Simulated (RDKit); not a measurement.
RDKit input (MMFF94):

```python
from rdkit import Chem
from rdkit.Chem import AllChem, rdDetermineBonds

mol = Chem.MolFromXYZFile('mol.xyz')
rdDetermineBonds.DetermineBonds(mol, charge=0)
print('SMILES', Chem.MolToSmiles(Chem.RemoveHs(mol)))
ff = AllChem.MMFFGetMoleculeForceField(mol, AllChem.MMFFGetMoleculeProperties(mol))
e0 = ff.CalcEnergy()
flag = ff.Minimize(maxIts=5000, forceTol=1e-5)
print(f'energy {e0:.4f} -> {ff.CalcEnergy():.4f} kcal/mol, converged: {flag == 0}')
print(Chem.MolToXYZBlock(mol))
```
mol.xyz:
```
7

N      1.62579700    -0.28851100     0.23095700
Si    -0.00791800     0.00083800    -0.00231300
F     -0.60829900    -0.50866600    -1.37688800
F     -0.84195300    -0.72707800     1.12503800
F     -0.28170600     1.55651200     0.03389400
H      1.97770500    -1.17829500     0.54164000
H      2.34019600     0.29923400    -0.16435200
```

Output:

```
SMILES N[Si](F)(F)F
energy -62.1493 -> -71.1740 kcal/mol, converged: True
7

N      1.605387   -0.154290    0.509287
Si    -0.003161    0.014280    0.025566
F     -0.097719   -0.648508   -1.422733
F     -0.925579   -0.762445    1.065890
F     -0.349457    1.567493   -0.037977
H      1.810387   -1.146211    0.462704
H      2.163964    0.283715   -0.214761
```

The geometry given is a B3LYP-D3(BJ)/def2-TZVP minimum.
